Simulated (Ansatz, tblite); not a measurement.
Forces on the cluster W₃Se₅ at its PBE-D4/def2-SVP geometry. The state is a singlet with charge 0.

In the def2 sets W takes a core potential; there is no spin–orbit coupling. The xTB rows come from tblite. The restricted singlet is unstable towards broken spin symmetry in Hartree–Fock (as tested in another run); at PBE-D4/def2-TZVP this wasn't settled. The structure comes from a short search, and lower isomers may exist.

GFN1-xTB (tblite), largest force 28.91 eV/Å:

```xyz
8
positions Å, forces eV/Å
W    -1.014   -0.238    1.180   -7.187    3.940   16.506
W    -0.108   -0.737   -0.904   -2.704  -18.196  -22.307
W     1.140    1.076   -0.151    9.906   14.389    5.966
Se    0.132    1.604   -2.256    0.340   -0.120    0.410
Se   -0.275   -2.514    1.138   -0.280    0.462    0.010
Se    2.590   -0.766   -0.636   -0.282    0.469    0.010
Se    0.262    1.718    2.120   -0.125   -0.821   -1.015
Se   -2.725   -0.143   -0.491    0.331   -0.124    0.421
```

GFN2-xTB (tblite), largest force 13.85 eV/Å:

```
W -3.612 1.393 7.441
W -1.306 -8.719 -10.676
W 4.785 6.528 2.267
Se 0.490 0.888 -0.307
Se -0.417 -0.433 0.865
Se 0.968 0.421 0.012
Se -0.015 -0.114 -0.151
Se -0.894 0.036 0.549
```

PBE-D4/def2-TZVP (Ansatz), largest force 0.23 eV/Å:

```
W 0.127 0.029 -0.139
W 0.006 0.087 0.107
W -0.143 -0.124 0.022
Se 0.062 -0.097 0.148
Se -0.043 0.170 -0.058
Se -0.157 0.105 0.012
Se -0.022 -0.140 -0.176
Se 0.169 -0.030 0.084
```
